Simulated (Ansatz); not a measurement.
C2H4FNSi (`N#C[SiH2]CF`) at its PBE0-D4/def2-TZVP geometry, where that method's forces vanish. The species carries charge 0 and has multiplicity 1.

```tsv
atom	x (Å)	y (Å)	z (Å)
N1	1.657	2.121	-1.228
C2	0.855	1.557	-0.623
Si3	-0.407	0.594	0.329
C4	-0.032	-1.228	-0.005
F5	-0.951	-2.009	0.682
H6	-0.249	0.935	1.759
H7	-1.743	0.981	-0.174
H8	0.975	-1.493	0.331
H9	-0.105	-1.458	-1.072
```

(1) For each bond, give half the difference of the two atoms' forces along it (eV/Å; positive pushes the atoms apart) under PBE-D4, r2SCAN-D4, B3LYP-D4, ωB97M-V in def2-TZVPP. (Estimate.)

Results:

(1) Computed: 
```tsv
bond	length (Å)	PBE-D4	r2SCAN-D4	B3LYP-D4	ωB97M-V
N1–C2	1.152	1.53	0.58	0.02	-0.30
C2–Si3	1.851	-0.80	-0.34	0.03	0.32
Si3–C4	1.890	-0.02	-0.02	0.05	-0.04
Si3–H6	1.479	0.09	-0.01	-0.10	-0.16
Si3–H7	1.479	0.09	-0.01	-0.10	-0.16
C4–F5	1.388	0.49	0.37	0.44	0.34
C4–H8	1.094	0.08	-0.06	-0.12	-0.11
C4–H9	1.094	0.08	-0.06	-0.12	-0.11
```

B3LYP here is the variant with VWN-RPA as its local correlation; programs differ in this.
